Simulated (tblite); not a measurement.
**Question.** Write Cartesian coordinates for `C#CCNC(=O)[SiH3]` as optimised with GFN2-xTB.

**Answer.** 
```
atom  x, y, z in Å
C1    -2.9901    1.5140    0.2233
C2    -2.3135    0.5545    0.4556
C3    -1.4413   -0.5821    0.6750
N4    -0.1268   -0.3535    0.0985
C5     1.0159   -0.4419    0.8147
O6     1.0193   -0.7850    1.9846
Si7    2.6503   -0.0586   -0.1158
H8    -3.6080    2.3432    0.0472
H9    -1.8963   -1.4824    0.2400
H10   -1.2853   -0.7434    1.7474
H11   -0.0941   -0.0342   -0.8563
H12    3.0955   -1.2986   -0.7527
H13    2.3496    0.9360   -1.1523
H14    3.6242    0.4315    0.8486
```

Any rigid rotation of these coordinates is as good. Atoms count from 1 in this order. The C–N distances run from 1.351 Å (N4–C5, drawn single) to 1.453 Å (C3–N4, drawn single), a spread of 0.102 Å. The 2 C–C bonds span 1.197 Å (C1≡C2, drawn triple) to 1.449 Å (C2–C3, drawn single), a spread of 0.252 Å. Si7 (SiH3 silicon) is tetrahedral (angles from 107.5° to 112.1°). Of the pairs four or more bonds apart, O6···H10 is among the closest relative to their van der Waals radii: 2.32 Å, 85 % of the sum of Bondi's values.

Bonds between heavy atoms (Å): C1≡C2 1.197, C2–C3 1.449, C3–N4 1.453, N4–C5 1.351, C5=O6 1.219, C5–Si7 1.919.

Structure optimised with GFN2-xTB, isolated species.

Point group: C1 (no symmetry element, even within 0.4 Å). Its lowest GFN2-xTB frequency is 20i cm⁻¹, too small to tell a flat minimum from a shallow saddle. One conformer, not necessarily the lowest (C2–C3–N4–C5 125°, C3–N4–C5–O6 4°).

Hardware: Arm Neoverse N1, one thread (shared host). Cost: 0.86 s wall. That covers the optimisation of the geometry.

All values are computed, not measured.
